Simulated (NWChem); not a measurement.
System meant: C$_{4}$H$_{7}$O, doublet; SMILES [CH]1CCCO1

Here is an NWChem input.

```
start job
memory heap 200 mb stack 900 mb global 1100 mb
geometry units angstroms noautoz
  C      1.218636     0.180694    -0.009368
  C      0.535832    -1.146112    -0.132773
  C     -0.919849    -0.782403     0.195746
  C     -0.966005     0.696469    -0.169656
  O      0.321701     1.191621     0.155457
  H      2.207536     0.375394     0.408049
  H      0.947297    -1.912109     0.545658
  H      0.619946    -1.561187    -1.156054
  H     -1.661741    -1.381414    -0.351159
  H     -1.109415    -0.907484     1.273455
  H     -1.155139     0.836681    -1.251144
  H     -1.710753     1.279954     0.390317
end
basis spherical
  * library def2-svp
end
dft
  odft
  mult 3
  xc xpbe96 cpbe96
  iterations 150
  mulliken
end
task dft energy
```

End of the output:

```
 Summary of "ao basis" -> "" (spherical)
 ------------------------------------------------------------------------------
       Tag                 Description            Shells   Functions and Types
 ---------------- ------------------------------  ------  ---------------------
 *                          def2-svp                  on all atoms

  pbe96 is a nonlocal functional; adding pw91lda local functional.

                                 NWChem DFT Module
                                 -----------------

 Summary of "ao basis" -> "ao basis" (spherical)
 ------------------------------------------------------------------------------
       Tag                 Description            Shells   Functions and Types
 ---------------- ------------------------------  ------  ---------------------
 C                          def2-svp                 6       14   3s2p1d
 O                          def2-svp                 6       14   3s2p1d
 H                          def2-svp                 3        5   2s1p

 Summary of "ao basis" -> "ao basis" (spherical)
 ------------------------------------------------------------------------------
       Tag                 Description            Shells   Functions and Types
 ---------------- ------------------------------  ------  ---------------------
 C                          def2-svp                 6       14   3s2p1d
 O                          def2-svp                 6       14   3s2p1d
 H                          def2-svp                 3        5   2s1p

  number of electrons :                   39
  multiplicity        :                    3
 ------------------------------------------------------------------------
  no. of electrons and multiplicity not compatible                  39
 ------------------------------------------------------------------------
 ------------------------------------------------------------------------
  current input line :
    27: task dft energy
 ------------------------------------------------------------------------
 ------------------------------------------------------------------------
 There is an error in the input file
 ------------------------------------------------------------------------
 For more information see the NWChem manual at https://nwchemgit.github.io

0: no. of electrons and multiplicity not compatible:Received an Error in Communication
```

Task: What is wrong, and how is it mended?

Result: The input was rejected before any calculation. Cause: the multiplicity doesn't fit the number of electrons (an even count wants an odd multiplicity, and the reverse). This input runs:
```
start job
memory heap 200 mb stack 900 mb global 1100 mb
geometry units angstroms noautoz
  C      1.218636     0.180694    -0.009368
  C      0.535832    -1.146112    -0.132773
  C     -0.919849    -0.782403     0.195746
  C     -0.966005     0.696469    -0.169656
  O      0.321701     1.191621     0.155457
  H      2.207536     0.375394     0.408049
  H      0.947297    -1.912109     0.545658
  H      0.619946    -1.561187    -1.156054
  H     -1.661741    -1.381414    -0.351159
  H     -1.109415    -0.907484     1.273455
  H     -1.155139     0.836681    -1.251144
  H     -1.710753     1.279954     0.390317
end
basis spherical
  * library def2-svp
end
dft
  odft
  mult 2
  xc xpbe96 cpbe96
  iterations 150
  mulliken
end
task dft energy
```
It converges to -231.32895 Ha (PBE/def2-SVP, spin-unrestricted).
